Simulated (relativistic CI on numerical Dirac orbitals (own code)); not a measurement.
## Hyperfine structure of Pb⁴⁺, mass number 207

Method of calculation: Dirac-Coulomb-Breit CI, separate exchange-only KLI orbitals for each configuration, QED by a radiative potential, valence Slater integrals scaled by 0.85, P86 correlation energy added to each configuration (own radial code, finite nucleus).

Configuration list (outside the closed core [Xe] 4f14): 5d10, 5d9 6s, 5d9 5f, 5d9 6p, 5d9 7s, 5d9 6d, 5d9 7p, 5d9 7d, 5d9 6f, 5d9 5g, 5d9 7f, 5d9 6g. Double excitations out of closed p, d and f shells are left out; levels of such configurations are missing from the list, as are those of other unlisted configurations, and high levels can miss mixing partners.

Nuclear spin I = 1/2, μ = 0.5906 μN (tables of Stone and Pyykkö). The electronic factors are computed for point nuclear moments, without core polarisation; leaving it out makes A of s and p electrons in near-neutral atoms 20 to 40 % too small, and it can dominate for d and f shells.

| Level | E (eV) | A (MHz) |
| --- | --- | --- |
| 5d9 6s 3D_3 | 14.6129 | 16740 |
| 5d9 6s 3D_2 | 15.1457 | -11820 |
| 5d9 6s 3D_1 | 17.2302 | -17750 |
| 5d9 6s 1D_2 | 17.7189 | 24680 |
| 5d9 6p 3P°_2 | 25.0658 | -1915 |
| 5d9 6p 3F°_3 | 25.3711 | 5135 |
| 5d9 6p 3F°_2 | 27.7069 | 8176 |
| 5d9 6p 3P°_1 | 27.9659 | 249.6 |

Levels with J = 0, under 50 % of one LS term, or S terms without an open s electron are left out. Small factors come from cancelling terms and can be off by tens of per cent or more.

At this charge configurations can still be misplaced by up to about 7 % of their energy. Levels and lines within the n = 5 or 6 shells can be off by up to 10 % or somewhat more, and those that change n by about 2 %, since core polarisation is missing. 16 of the 21 excited levels that our extract of the measured tables holds in this range could be paired (the sources list more); they are missed by 5404 cm⁻¹ on average and 7501 at most, and levels without a partner can miss by more. Levels that differ in their count of f electrons can be misplaced by several ten thousand cm⁻¹, since the correlation energy of f electrons is missing or only estimated; rates across such gaps can be off by orders of magnitude.

**Question.** Give the hyperfine levels of 5d9 6s 3D_3 relative to its centre of gravity.

**Answer.** With K = F(F + 1) − I(I + 1) − J(J + 1), E = AK/2: F = 5/2: -33490, F = 7/2: 25110 MHz.

LS names give the leading component of a level, which can be under half, so a name can repeat, a term be missing and a line seem to break the LS rules.
